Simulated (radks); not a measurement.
Results of a calculation; reference values are marked as such.
Question: All-electron atom: neutral europium in [Kr] 4d10 4f7 5s1 5p6 6s2 5d1 (not the ground configuration). Code: a radial shooting solver on a logarithmic mesh with Libxc functionals. Model: Dirac Kohn-Sham, PBE, spin-unpolarised, spherical densities, finite nucleus; open shells fill j = l - 1/2 first; Fermi nuclear charge, rms radius 5.1115 fm. Some entries of the table are withheld. Estimate them.

orbital  occ.  eigenvalue (eV)  r(max) (bohr)
1s1/2       2        -48317.17            (1)
2s1/2       2        -7933.306            (2)
2p1/2       2        -7527.048        0.06107
2p3/2       4        -6878.993        0.06680
3s1/2       2        -1747.998         0.2291
3p1/2       2              (3)         0.2162
3p3/2       4              (4)         0.2283
3d3/2       4        -1136.350            (5)
3d5/2       6        -1107.602            (6)
4s1/2       2        -349.7003         0.5279
4p1/2       2        -281.8771         0.5330
4p3/2       4        -252.7759         0.5589
4d3/2       4        -141.1030         0.5689
4d5/2       6        -135.8838         0.5773
5s1/2       1         -47.4528          1.230
5p1/2       2         -29.0161          1.342
5p3/2       4         -25.0642          1.417
4f5/2       6              (7)         0.5903
4f7/2       1              (8)         0.5954
6s1/2       2          -4.0440          3.453
5d3/2       1          -2.7844          1.981
5d5/2       0          -2.5332          2.031

Answer: 
(1) 1s1/2 r(max) (bohr): 0.01420
(2) 2s1/2 r(max) (bohr): 0.08072
(3) 3p1/2 eigenvalue (eV): -1572.425
(4) 3p3/2 eigenvalue (eV): -1440.316
(5) 3d3/2 r(max) (bohr): 0.1818
(6) 3d5/2 r(max) (bohr): 0.1852
(7) 4f5/2 eigenvalue (eV): -6.2304
(8) 4f7/2 eigenvalue (eV): -5.6004
